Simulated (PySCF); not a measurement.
# Gas-phase XPS of `C=C[C@@H]1OC[SiH2]1`, computed

Species: C4H8OSi.
Atom-mapped SMILES: `[CH2:1]=[CH:2][C@@H:3]1[O:4][CH2:5][SiH2:6]1`

Cartesian coordinates in Å at the GFN2-xTB level; atoms count from 1:
```
atom  x, y, z in Å
C1     2.5119    0.2482    0.3023
C2     1.3534   -0.3576    0.1052
C3     0.1194   -0.1038    0.8914
O4    -0.7569   -1.2446    0.9333
C5    -1.9311   -0.7901    0.2478
Si6   -1.2379    0.9834    0.0289
H7     3.3705    0.0502   -0.3153
H8     2.6449    0.9707    1.0910
H9     1.2378   -1.0845   -0.6873
H10    0.3741    0.1972    1.9142
H11   -2.8093   -0.9219    0.8865
H12   -2.0875   -1.3768   -0.6634
H13   -0.9487    1.4078   -1.3374
H14   -1.8411    2.0213    0.8606
```

Theory: delta-SCF UKS SCAN, pcX-2 on the ionised atom, pcseg-1 elsewhere, spin-free X2C in PySCF 2.14.0. These are vertical core ionisation energies against the vacuum level, from separate self-consistent calculations with and without the core hole.

Q: Give the core binding energies atom by atom.

A: 
```json
{"atom(s)": "Si6", "bonded to": "2 C and 2 H", "level": "Si 2p3/2", "binding energy (eV)": "106.73", "2p1/2 (eV)": "107.36", "above the level's lowest (eV)": "0.00", "count": "1"}
{"atom(s)": "C1", "bonded to": "C (double bond) and 2 H", "level": "C 1s", "binding energy (eV)": "289.79", "2p1/2 (eV)": "–", "above the level's lowest (eV)": "0.00", "count": "1"}
{"atom(s)": "C2", "bonded to": "C (double bond), C and H", "level": "C 1s", "binding energy (eV)": "290.38", "2p1/2 (eV)": "–", "above the level's lowest (eV)": "+0.59", "count": "1"}
{"atom(s)": "C5", "bonded to": "O, 2 H and Si", "level": "C 1s", "binding energy (eV)": "291.30", "2p1/2 (eV)": "–", "above the level's lowest (eV)": "+1.51", "count": "1"}
{"atom(s)": "C3", "bonded to": "O, C, H and Si", "level": "C 1s", "binding energy (eV)": "291.34", "2p1/2 (eV)": "–", "above the level's lowest (eV)": "+1.55", "count": "1"}
{"atom(s)": "O4", "bonded to": "2 C", "level": "O 1s", "binding energy (eV)": "537.75", "2p1/2 (eV)": "–", "above the level's lowest (eV)": "0.00", "count": "1"}
{"atom(s)": "Si6", "bonded to": "2 C and 2 H", "level": "Si 1s", "binding energy (eV)": "1846.41", "2p1/2 (eV)": "–", "above the level's lowest (eV)": "0.00", "count": "1"}
```

The listed C 1s values span 1.55 eV, from C1 (bonded to C (double bond) and 2 H) to C3 (bonded to O, C, H and Si). The widest gap between neighbouring values is 0.92 eV, between 290.38 and 291.30 eV. Summing the Pauling electronegativity differences to the bonded atoms, each weighted by its formal bond order, gives -0.70 for the lowest site and -0.11 for the highest; no listed site has a larger sum than the highest. The values 291.30 and 291.34 eV lie too close for their order to be trusted.

Q: What is the C 1s shift of C3 against C2?

A: 291.34 − 290.38 = +0.96 eV, or +93 kJ/mol.

Q: What is the longest wavelength that can ionise O 1s of O4 vertically?

A: λ = hc/E = 12398.42 eV Å / 537.75 eV = 23.056 Å.

The 2p values aren't plain energy differences: one relaxed spin-free 2p hole is combined with a matrix within the shell (ground-state 2p orbital-energy differences and spin–orbit coupling). 2p3/2, the mean of its two sublevels, lies a third of the splitting below the shell's mean and 2p1/2 two thirds above it; the statistical areas are 2:1. 2p1/2 minus 2p3/2 (ligand field included): Si 0.62 eV. One conformer (not necessarily the lowest) at the GFN2-xTB geometry, without solvent, vibrations or thermal averaging.
